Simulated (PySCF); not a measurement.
H4PSi, SMILES [SiH3][PH], multiplicity 2. Atoms are numbered in the order given.

```xyz
6

Si     0.0006    -1.0497     0.0000
P     -0.0939     1.2077     0.0000
H      0.7222    -1.5500     1.2144
H     -1.3869    -1.6046     0.0000
H      0.7222    -1.5500    -1.2144
H      1.3418     1.2848     0.0000
```
Charge 0, spin multiplicity 2.

The structure is a stationary point at PBE-D3(BJ)/def2-TZVP. The isomer is the one that the SMILES or the coordinates give; other isomers of the formula were not compared.

Two levels are set side by side: PBE/pcH-1 (PySCF) and PBE0/pcH-1 (PySCF). Contact hyperfine couplings, same geometry. Differences are taken from unrounded values.

```tsv
quantity	PBE0	PBE	PBE minus PBE0
A(iso) of 29Si, atom Si1 (MHz)	37.6	33.6	-3.9
A(iso) of 31P, atom P2 (MHz)	68.2	22.9	-45.4
A(iso) of 1H, atom H3 (MHz)	50.0	57.2	7.2
A(iso) of 1H, atom H4 (MHz)	-2.6	-2.6	0.0
A(iso) of 1H, atom H5 (MHz)	50.0	57.2	7.2
A(iso) of 1H, atom H6 (MHz)	-43.4	-40.0	3.3
```

Rough cost on one machine, each run with all the roots and properties that it gave: PBE0 against PBE within a factor of 2.
